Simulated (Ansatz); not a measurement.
Ligand-field states of cis-Cu(NH3)2Cl2 (CuN2Cl2H6) at its r2SCAN-D4/def2-SVP geometry (relaxed as a doublet).

Cartesian coordinates in Å:
```
Cu 0.651 -0.021 0.554
N 0.178 1.282 -1.001
H 0.646 2.104 -0.596
H -0.795 1.523 -1.200
H 0.632 1.074 -1.893
N -1.008 -1.255 0.293
H -0.563 -2.108 0.658
H -1.372 -1.448 -0.641
H -1.804 -1.039 0.897
Cl 1.649 -1.782 1.478
Cl 1.786 1.671 1.450
```

CASSCF(9,5) on the Cu 3d shell in def2-SVP, averaged with equal weights over 5 doublets, then SC-NEVPT2; Ansatz, no spin–orbit coupling. The space holds no ligand orbitals and no second d shell, so covalent complexes are described poorly.

Question: Estimate the states' energies above the lowest.

Answer: 
| state | CASSCF (cm⁻¹) | NEVPT2 (cm⁻¹) |
| --- | --- | --- |
| doublet 1 | 0 | 0 |
| doublet 2 | 7115 | 10395 |
| doublet 3 | 8810 | 12212 |
| doublet 4 | 8865 | 12353 |
| doublet 5 | 9891 | 13721 |
The lowest NEVPT2 state is a doublet. It took 8.5 s on 4 threads of Arm Neoverse V2 on a shared host, peak host memory 0.73 GiB.
